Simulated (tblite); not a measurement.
Compound: C₆H₁₃ClSi₂.
Atom-mapped SMILES: `[CH2:1]=[C:2]=[C:3]([SiH2:4][CH3:5])[Si@@H:6]([Cl:7])[CH2:8][CH3:9]` (hydrogens: H10, H11 on C1; H12, H13 on Si4; H14, H15, H16 on C5; H17 on Si6; H18, H19 on C8; H20, H21, H22 on C9)

Structure optimised with GFN2-xTB, isolated species.

Problem. List the bond lengths, angles and torsions at this level.

Solution. 
```json
{"bond": "C1=C2", "length (Å)": "1.296", "order": "double"}
{"bond": "C2=C3", "length (Å)": "1.299", "order": "double"}
{"bond": "C3–Si4", "length (Å)": "1.901", "order": "single"}
{"bond": "Si4–C5", "length (Å)": "1.895", "order": "single"}
{"bond": "C3–Si6", "length (Å)": "1.891", "order": "single"}
{"bond": "Si6–Cl7", "length (Å)": "2.036", "order": "single"}
{"bond": "Si6–C8", "length (Å)": "1.902", "order": "single"}
{"bond": "C8–C9", "length (Å)": "1.525", "order": "single"}
{"bond": "C1–H10, C1–H11", "length (Å)": "1.078", "order": "single"}
{"bond": "Si4–H12", "length (Å)": "1.471", "order": "single"}
{"bond": "Si4–H13", "length (Å)": "1.468", "order": "single"}
{"bond": "C5–H14, C5–H15, C5–H16", "length (Å)": "1.086", "order": "single"}
{"bond": "Si6–H17", "length (Å)": "1.467", "order": "single"}
{"bond": "C8–H18", "length (Å)": "1.092", "order": "single"}
{"bond": "C8–H19", "length (Å)": "1.092", "order": "single"}
{"bond": "C9–H20, C9–H21, C9–H22", "length (Å)": "1.088", "order": "single"}
```

Bonds in one row agree within 0.01 Å and their mean is given. Orders are formal, as drawn. A selection of angles:
```json
{"angle": "C1–C2–C3", "degrees": "179.3"}
{"angle": "C2–C3–Si4", "degrees": "119.6"}
{"angle": "C2–C3–Si6", "degrees": "120.6"}
{"angle": "Si4–C3–Si6", "degrees": "119.8"}
{"angle": "C3–Si4–C5", "degrees": "109.4"}
{"angle": "C3–Si6–Cl7", "degrees": "109.1"}
{"angle": "C3–Si6–C8", "degrees": "111.7"}
{"angle": "Cl7–Si6–C8", "degrees": "108.3"}
{"angle": "Si6–C8–C9", "degrees": "112.5"}
```

Dihedral angles: C2–C3–Si4–C5 120° (anticlinal); C2–C3–Si6–Cl7 -103° (anticlinal); C3–Si6–C8–C9 62° (synclinal).

Si6 (chlorine-bound silicon) is tetrahedral (angles from 106.7° to 111.7°). Of the pairs four or more bonds apart, C2···H21 is among the closest relative to their van der Waals radii: 2.86 Å, 99 % of the sum of Bondi's values. The 3 C–C bonds span 1.296 Å (C1=C2, drawn double) to 1.525 Å (C8–C9, drawn single), a spread of 0.229 Å. Si4 (SiH2 silicon) is tetrahedral (angles from 107.3° to 111.0°).

Point group: C1 (no symmetry element, even within 0.4 Å). Its lowest GFN2-xTB frequency is 12 cm⁻¹, too small to tell a flat minimum from a shallow saddle. One conformer, not necessarily the lowest.

All values are computed, not measured.
